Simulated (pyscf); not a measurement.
PySCF, gas phase, ωB97X-D3(BJ)/def2-SVP geometries.

Problem. How much does it cost (ΔH, 298 K, ωB97M-D3(BJ)/def2-TZVP) to split `[F][Ge]([F])([F])[Ge]([F])([F])[F]` at its Ge–Ge bond into F–Ge•(F)–F + F–Ge•(F)–F?

Solution. Ge–Ge to F–Ge•(F)–F + F–Ge•(F)–F: 62.1 kcal/mol. The 7 functionals that were run give +57.9 (PBE) to +71.5 kcal/mol (ωB97X-D3(BJ)). Elements up to Kr have no core potential and no relativistic terms here.
